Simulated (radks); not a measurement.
Results of a calculation; reference values are marked as such.
Fractional charge and spin in the 4s shell of strontium: the spin-up occupation runs from 0 to 1 and the spin-down occupation from 0 to 1; the fullest corner is Sr2+, [Ar] 3d10 4p6 4s(up 1, down 1). Code: a radial shooting solver on a logarithmic mesh with Libxc functionals. Model: scalar-relativistic Kohn-Sham, r2SCAN, spin-polarised, spherical densities, finite nucleus; meta-GGA in the generalised Kohn-Sham scheme; Fermi nuclear charge, rms radius of each element as measured or else 0.836 A^(1/3) + 0.57 fm. Energy (eV) minus the two flat planes that join the four corners (they meet along the diagonal where the two added fractions sum to one electron); zero is where a piecewise linear energy would lie.

\begin{tabular}{lrrrrr}
down \ up & 0 & 0.25 & 0.5 & 0.75 & 1 \\ \hline
0 & 0.000 & -1.394 & -1.856 & -1.390 & 0.000 \\
0.25 & -1.394 & -1.735 & -1.157 & 0.338 & -1.318 \\
0.5 & -1.856 & -1.157 & 0.450 & -1.102 & -1.754 \\
0.75 & -1.390 & 0.338 & -1.102 & -1.650 & -1.313 \\
1 & 0.000 & -1.318 & -1.754 & -1.313 & 0.000 \\
\end{tabular}

Corners above the fullest one (they belong to Sr3+ and the next ion): (up 1, down 0) 62.925 eV, (up 0, down 1) 62.925 eV, (up 0, down 0) 142.10 eV. With half an added electron in each spin the energy lies 0.450 eV from the planes, and with half an added electron in spin up alone -1.856 eV. The planes are only a guide here: the flat-plane condition holds for ground states with one frontier orbital, while this shell lies below other occupied shells, so the corners above the fullest one are inner-hole states and not the ground states of those ions.
